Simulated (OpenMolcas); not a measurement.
## B: effect of the IPEA shift

```
Program             : OpenMolcas 26.06
Basis               : ANO-RCC-VTZP [4s3p2d1f]
Scalar Hamiltonian  : DKH2, point nucleus
Active space        : 3 electrons in 4 orbitals (2s 2p)
State averaging     : 2S+1 = 4 odd, 1 root (0 in the spin-orbit step); 2S+1 = 2 odd, 3 roots kept (CI in the orbitals of an earlier block); 2S+1 = 4 even, 3 roots; 2S+1 = 2 even, 5 roots kept (CI in the orbitals of an earlier block)
Spin-orbit coupling : state interaction with AMFI integrals over the reference wave functions, term energies averaged over their components
```

Methods on the same reference wave functions:
A. CASSCF
B. SS-CASPT2, IPEA 0 Eh, imaginary shift 0.1 Eh (closed shells correlated: 1s)
C. SS-CASPT2, IPEA 0.25 Eh, imaginary shift 0.1 Eh (closed shells correlated: 1s)

Energies in cm-1 above 2s2 2p 2P* 1/2, the measured ground level; measured values from NIST Handbook of Basic Atomic Spectroscopic Data.

```json
{"Level": "2s2 2p 2P* 1/2", "A": "0.0", "B": "0.0", "C": "0.0", "Measured": "0.0"}
{"Level": "2s2 2p 2P* 3/2", "A": "14.9", "B": "14.9", "C": "14.9", "Measured": "15.3"}
{"Level": "2s 2p2 4P 1/2", "A": "23572", "B": "27640", "C": "27170", "Measured": "28870"}
{"Level": "2s 2p2 4P 3/2", "A": "23577", "B": "27640", "C": "27180", "Measured": "28875"}
{"Level": "2s 2p2 4P 5/2", "A": "23586", "B": "27650", "C": "27190", "Measured": "28881"}
{"Level": "2s 2p2 2D 3/2", "A": "55011", "B": "48020", "C": "49520", "Measured": "47857"}
{"Level": "2s 2p2 2D 5/2", "A": "55011", "B": "48020", "C": "49520", "Measured": "47857"}
```

Deviations, from unrounded energies. A percentage is the sum of absolute deviations over the sum of measured energies, with the sign that they share, or ± where signs differ.

```tsv
Against measurement	Levels	A	B	C
mean absolute deviation (cm-1)	6	5000	670	1400
fine structure of the ground term (%)	1	-2.8	-2.8	-2.8
other configurations (%)	5	±16.6	±2.2	±4.6
```

B lies closest to measurement on these levels and A furthest from it. The largest miss of B in the table is 2s 2p2 4P 1/2, by -1200 cm-1. The ranking rests on the paired levels alone, and a cruder setting can come out closer through cancelling errors.

Between B and C the level of the table that moves most is 2s 2p2 2D 3/2, by 1500 cm-1 (lowest in B, highest in C). Moves below CASPT2's spread within the term are not significant.

The lowest spin-free term lies below A's lowest term by 0.060 hartree in B, 0.056 hartree in C.

Term energies are means over components that CASPT2 splits; among the terms shown or strongly mixed into the levels shown the widest spread is 15 cm-1 (2s 2p2 2D, C). Over all roots computed the reference weight is 0.93 to 0.99 in B; the roots of lowest weight are the least certain, and an intruder state may touch them. Terms from blocks run as CI alone lack orbitals of their own. Without dynamic correlation excited terms often stand tens of per cent too high (terms of higher spin than the ground term too low), and those without a measured partner can miss by more than the paired ones (holds for A). Measured partners are found by configuration, term and J. A level has none where our copy of the source lacks it or the pairing is in doubt (some pairs that miss far off the trend of their configuration count as doubtful), and it then counts in no deviation. Levels of configurations outside the active space are missing.

* marks odd parity.
